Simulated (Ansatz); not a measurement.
C$_{2}$H$_{5}$I, charge -1, doublet, at the geometry of the source list (a state made from the parent by changing its charge; the spin is typed, not shown lowest) (core potentials on I) (a gas-phase anion, which may not be bound at this level); Ansatz (an electronic-structure program) with B3LYP/def2-SV(P).

The Ansatz input:
Ansatz 0.2 input:
```yaml
crystal:
  periodic: [false, false, false]
  atoms:
    - {symbol: C, position_ang: [-0.77360000, 0.27010000, 0.08430000]}
    - {symbol: C, position_ang: [0.54870000, -0.42420000, -0.14430000]}
    - {symbol: I, position_ang: [2.22910000, 0.84980000, 0.34860000]}
    - {symbol: H, position_ang: [-0.88870000, 0.55950000, 1.12690000]}
    - {symbol: H, position_ang: [-1.58520000, -0.40850000, -0.17680000]}
    - {symbol: H, position_ang: [-0.85900000, 1.16230000, -0.53280000]}
    - {symbol: H, position_ang: [0.64940000, -1.30750000, 0.48120000]}
    - {symbol: H, position_ang: [0.67930000, -0.70150000, -1.18710000]}
basis:
  gaussian:
    orbitals: def2-SV_P_.json
hamiltonian:
  xc: b3lyp
total_charge: -1
magnetization: {spin_polarized: true, initial_magnetization: 1}
```
The basis file holds def2-SV(P) in the JSON format of the Basis Set Exchange.

The log (banner, timings and long lists left out):

```
Functional definition: B3LYP
786 factors; integrals over basis functions are off by at most 7.4e-4 eV
mean field evaluation 1: about -10253.5975 eV, gradient 2.0e1 eV
mean field evaluation 2: about -10252.3462 eV, gradient 2.5e1 eV
mean field evaluation 4: about -10255.7033 eV, gradient 9.0e-1 eV
mean field evaluation 8: about -10255.8709 eV, gradient 4.2e-2 eV
mean field evaluation 16: about -10255.8709 eV, gradient 2.6e-5 eV
mean field -10255.87092376 eV, -376.8963047690 hartree, gradient 2.6e-5 eV, S^2 0.752408; 0 other end points of the search recorded, 0 dependent functions left out
reference -10255.87115264 eV, -376.8963131802 hartree; 22, 21 occupied and 42, 43 virtual orbitals, 786 factors
Total energy: -10255.87115264 eV, -376.8963131802 hartree
```
